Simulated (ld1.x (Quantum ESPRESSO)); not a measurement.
**Scattering properties, PAW potential for B**

- Element: boron (B)
- Generator: ld1.x (Quantum ESPRESSO) 7.5
- Type: PAW
- Functional: PBE
- Relativity: non-relativistic
- Frozen core: none
- Valence charge: 5
- Reference configuration: 1s2 2s1 2p2
- Partial waves: 1s (bound): rcut 0.65, rcutus 0.75 bohr; 2s (bound): rcut 0.65, rcutus 0.75 bohr; 2p (bound): rcut 2.10, rcutus 2.75 bohr; 2p channel at 0.2 Ry: rcut 2.10, rcutus 2.75 bohr
- Local potential: all-electron potential smoothed inside 2.82 bohr (lloc = -1)
- Core correction: none
- Augmentation charge: PSQ, inside the norm-conserving radii

The phase is arctan(r·u′/u) with u = r·R(r), unwrapped; energies in Ry, scanned from -15 to 5 Ry. A pole is an energy at which the radial function vanishes at the test radius. The pseudo phase is shifted by a multiple of π to meet the all-electron one at the reference energy, and phase errors are pseudo minus all-electron; the curves can meet again beyond the range given. Levels narrower than the energy grid can be missing from the lists of poles.

Task: For each channel, where are the poles, and over which energies does the pseudopotential scatter like the atom?

Result:

| channel | radius (bohr) | reference energy (Ry) | poles, all-electron | poles, pseudo | unbroken range about the reference energy with phases within 0.05 rad | phase error 1 Ry above the reference energy (rad) |
| --- | --- | --- | --- | --- | --- | --- |
| s | 3.03 | -0.73 | -0.42, 3.71 | -0.42, 3.97 | below 1.0 | +0.006 |
| p | 3.03 | -0.30 | 0.06, 3.50 | 0.06, 3.67 | below 4.7 | +0.000 |

Phases in the p channel:

```tsv
E (Ry)	all-electron	pseudo
-15.00	1.485	1.485
-14.52	1.484	1.484
-14.04	1.482	1.482
-13.56	1.480	1.481
-13.08	1.479	1.479
-12.60	1.477	1.477
-12.12	1.475	1.475
-11.64	1.473	1.473
-11.16	1.471	1.471
-10.68	1.469	1.469
-10.20	1.466	1.466
-9.72	1.464	1.464
-9.24	1.461	1.461
-8.76	1.458	1.458
-8.28	1.455	1.455
-7.80	1.451	1.451
-7.32	1.447	1.447
-6.84	1.443	1.443
-6.36	1.438	1.438
-5.88	1.432	1.432
-5.40	1.426	1.426
-4.92	1.418	1.419
-4.44	1.410	1.410
-3.96	1.400	1.400
-3.48	1.387	1.387
-3.00	1.371	1.371
-2.52	1.351	1.351
-2.04	1.321	1.321
-1.56	1.273	1.274
-1.08	1.176	1.177
-0.60	0.770	0.770
-0.12	-1.384	-1.384
0.36	-1.733	-1.733
0.84	-1.952	-1.951
1.32	-2.522	-2.511
1.80	-3.991	-3.963
2.28	-4.453	-4.438
2.76	-4.601	-4.588
3.24	-4.680	-4.665
3.72	-4.737	-4.718
4.20	-4.790	-4.761
4.68	-4.852	-4.804
```
